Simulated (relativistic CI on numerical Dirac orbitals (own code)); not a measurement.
**Ce²⁺: M4,5 absorption edge**

Computed with this model: Dirac-Coulomb-Breit CI, separate exchange-only KLI orbitals for each configuration, a model potential for QED, multiplet model of core-to-valence dipole absorption, unscaled Slater integrals; configurations [Xe] 4f2 → [Ar] 3d9 4s2 4p6 4d10 4f3 5s2 5p6; 80 K; Lorentzian 0.6 eV and Gaussian 0.4 eV FWHM. Energies are those of the free ion, without screening or charge transfer. The branching ratio is the share of the lower-energy edge in the whole absorption, uncertain by about 0.02 where the edges overlap. S is read from ⟨S²⟩ = S(S + 1).

Computed curve for free ion, scaled to 100 at the maximum (points under 2 are left out and the grid is thinned):

Energy (eV), Intensity and a bar:
```
    875.9        2.1 
    876.2        3.0 
    876.6        3.4 
    876.9        3.7 #
    877.2        4.2 #
    877.6        5.0 #
    877.9        5.1 #
    878.3        5.2 #
    878.6        6.3 #
    878.9        8.5 ##
    879.3       13.6 ####
    879.6       17.3 #####
    879.9       21.6 ######
    880.3       31.1 #########
    880.6       42.5 #############
    881.0       74.0 ######################
    881.3       94.7 #############################
    881.6       98.8 ##############################
    882.0       79.5 ########################
    882.3       66.1 ####################
    882.6       62.6 ###################
    883.0       51.5 ###############
    883.3       38.5 ###########
    883.7       19.2 #####
    884.0       11.6 ###
    884.3        7.4 ##
    884.7        5.1 #
    885.0        4.0 #
    885.3        3.0 
    885.7        2.2 
    893.9        2.3 
    894.3        3.8 #
    894.6        6.5 #
    894.9       11.5 ###
    895.3       16.1 ####
    895.6       21.2 ######
    895.9       29.4 ########
    896.3       22.6 ######
    896.6       15.5 ####
    897.0       15.6 ####
    897.3       17.2 #####
    897.6       16.0 ####
    898.0       19.7 #####
    898.3       33.4 ##########
    898.6       55.4 #################
    899.0       62.7 ###################
    899.3       44.5 #############
    899.7       48.5 ##############
    900.0       62.5 ###################
    900.3       55.6 #################
    900.7       49.2 ###############
    901.0       52.8 ################
    901.3       35.3 ##########
    901.7       14.3 ####
    902.0        9.1 ##
    902.4        6.0 #
    902.7        4.2 #
    903.0        3.0 
    903.4        2.3 
    903.7        2.0
```

The ground state has S = 0.99, and the centroid lies at 890.03 eV.
